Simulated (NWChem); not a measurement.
System: BBr₂F; SMILES FB(Br)Br

```xyz
4

B      0.0000     0.0000    -0.6295
F      0.0000     0.0000    -1.9394
Br     1.6615     0.0000     0.2943
Br    -1.6615     0.0000     0.2943
```
Atoms are numbered in this order, from 1.

Program: NWChem. Medium grid unless said otherwise, to which SCAN and Minnesota functionals are sensitive. The geometry was optimised at PBE0/def2-SVP. Total energies of different functionals are on different scales.

```
level                                                               energy (Ha)  highest occupied level (eV)  orbital gap (eV)  dipole (D)  relative time
------------------------------------------------------------------  -----------  ---------------------------  ----------------  ----------  -------------
B3LYP/def2-SVP                                                       -5272.4701                        -8.16              6.86        0.30              1
PBE/def2-SVP                                                         -5271.5119                        -7.13              5.07        0.24              1
M06-L/def2-SVP                                                       -5272.2108                        -7.51              5.71        0.26              2
PW91/def2-SVP                                                        -5272.6645                        -7.17              5.07        0.25              2
MN15-L/def2-SVP                                                      -5272.4157                        -7.73              6.18        0.22              2
LDA (Slater exchange, VWN5)/def2-SVP                                 -5264.4248                        -7.28              4.97        0.28              3
LC-wPBE (HJS exchange hole, range parameter 0.4 per bohr)/def2-SVP   -5271.6736                       -11.29             12.38        0.13              4
LC-BLYP (range parameter 0.33 per bohr)/def2-SVP                     -5271.5061                       -10.67             11.64        0.22              5
HCTH/407/def2-SVP                                                    -5275.1785                        -7.27              5.20        0.29              1
```

Times are rough ratios from one shared machine.
